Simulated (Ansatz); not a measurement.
C6H4 (SMILES [c]1cc[c]cc1): geometry of the low-spin state from B3LYP-D3(BJ)/def2-TZVP.
(charge 0, multiplicity 1):
```xyz
10

C     -0.053     1.331    -0.043
C      1.186     0.756    -0.037
C      1.242    -0.660     0.009
C      0.053    -1.331     0.043
C     -1.186    -0.756     0.037
C     -1.242     0.660    -0.009
H      2.106     1.326    -0.064
H      2.205    -1.156     0.016
H     -2.106    -1.326     0.064
H     -2.205     1.156    -0.016
```
The high-spin state stands at its own minimum; R- takes a restricted low-spin state.

Run with Ansatz (Gaussian basis) for Hartree–Fock, density functionals and correlated methods. Each number belongs to the level named beside it.

The gap E(multiplicity 1) − E(multiplicity 3) (kcal/mol) and the share of exact exchange:

```tsv
functional	exact exchange (%)	value
R-PBE/def2-TZVPP	0	5.51
R-PBE0/def2-TZVPP	25	23.69
R-B3LYP/def2-TZVPP	20	17.75
R-BHLYP/def2-TZVPP	50	40.19
R-r2SCAN/def2-TZVPP	0	17.46
```

**Question.** Take the value as linear in the share of exact exchange along PBE and PBE0. Give the slope, say whether the sign turns, and set the other functionals against that line.

**Answer.** 
Slope: (23.69 − (5.51))/2.5 = 7.27 kcal/mol for each 10 %. The line keeps its sign from 0 to 100 %. At 50 % it gives 41.9 kcal/mol. From B3LYP to BHLYP the slope is (40.19 − (17.75))/3 = 7.48 for each 10 %. BHLYP, at 50 %, lies -1.7 from the PBE line. B3LYP, at 20 %, lies -2.3 from the PBE line. r2SCAN, with none, stands 11.9 from PBE.

Doubts at one or more of the structures used: a restricted determinant that unrestricted orbitals would lower (R-PBE/def2-TZVPP, R-PBE0/def2-TZVPP, R-B3LYP/def2-TZVPP, R-BHLYP/def2-TZVPP, R-r2SCAN/def2-TZVPP).

Ansatz is a program for electronic structure.
